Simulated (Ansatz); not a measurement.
Molecule: sum formula H$_{2}$SiO$_{2}$Br$_{2}$, net charge 0, singlet state. 
Structure (B3LYP-D3(BJ)/def2-TZVP (Ansatz, a first-principles code) minimum search):
SMILES: O[Si](O)(Br)Br
```xyz
7

Si    -0.6822     0.1277     0.1775
Br     0.0846    -0.4169    -1.8439
Br     1.0131     0.2050     1.5881
O     -1.4589     1.5539     0.0754
O     -1.7048    -0.9927     0.7472
H     -1.0319     2.2822    -0.3843
H     -2.5276    -1.1416     0.2711
```
Charge 0, spin multiplicity 1.

Basis-set convergence of Hartree-Fock and CCSD(T) correlation energies (hartree) with Ansatz. Cores are frozen in the correlated levels unless marked. Spin-orbit coupling is left out. Frozen are the shells of the preceding noble gas and the d and f shells that filled before the atom's block. Non-relativistic.

```
basis       functions        E(HF)  E(corr, CCSD(T))  rough core time
----------  ---------  -----------  ----------------  ---------------
def2-SVP          120  -5584.01256          -0.74624       under 20 s
def2-TZVPP        228   (withheld)        (withheld)          2.8 min
```

What belongs in the gaps?


- def2-TZVPP, E(HF): -5584.95671
- def2-TZVPP, E(corr, CCSD(T)): -0.98056
